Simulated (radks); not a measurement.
Results of a calculation; reference values are marked as such.
Species: the praseodymium ion Pr4+. Configuration: [Xe] 4f1 (the NIST ground configuration).

Code: a radial shooting solver on a logarithmic mesh with Libxc functionals. Model: Dirac Kohn-Sham, XLYP, spin-unpolarised, spherical densities, finite nucleus; open shells fill j = l - 1/2 first; Fermi nuclear charge, rms radius 4.8919 fm.

Energy parts (eV):
part                      energy
total                 -251454.43
kinetic                270471.55
electron-nucleus      -610778.79
Hartree                 94740.58
exchange-correlation    -5887.77

Orbitals (lengths in bohr, moments of r in powers of bohr; r(max) is where P^2 peaks):
orbital  occ.  eigenvalue (eV)      <r^2>   r(max)
1s1/2       2        -41832.97  0.0007895  0.01541
2s1/2       2        -6770.296    0.01247  0.08741
2p1/2       2        -6401.795   0.009131  0.06650
2p3/2       4        -5919.418    0.01039  0.07185
3s1/2       2        -1502.524    0.08470   0.2493
3p1/2       2        -1345.737    0.07965   0.2361
3p3/2       4        -1250.225    0.08709   0.2477
3d3/2       4        -976.3837    0.07098   0.1987
3d5/2       6        -955.8110    0.07309   0.2019
4s1/2       2        -339.4636     0.4332   0.5781
4p1/2       2        -280.6019     0.4605   0.5862
4p3/2       4        -259.6975     0.5003   0.6106
4d3/2       4        -162.7819     0.5859   0.6274
4d5/2       6        -159.0582     0.6014   0.6353
5s1/2       2         -80.6882      2.282    1.312
5p1/2       2         -63.5312      2.760    1.416
5p3/2       4         -60.0256      3.000    1.477
4f5/2       1         -48.5780      1.076   0.6576
4f7/2       0         -48.1261      1.092   0.6617

The highest occupied level is 4f5/2 at -48.578 eV. For comparison, the ionisation energy in NIST's Atomic Spectra Database is 57.53 eV (semi-empirical). In exact Kohn-Sham theory the highest level is minus the ionisation energy, but local and semilocal functionals leave it too shallow, through self-interaction and a potential that decays too fast; potentials with the right tail come closer. The density falls to 0.001 e/bohr^3 at r = 3.28 bohr. Summed over all electrons, <r^2> = 34.39 bohr^2, which gives a Langevin (diamagnetic) susceptibility term of -27.2 x 10^-6 cm^3/mol. The electron density at the nucleus is 4.172e+05 e/bohr^3.

Beside tabulated values, note that spin-unpolarised runs miss the spin-polarisation part of the exchange energy of open shells.
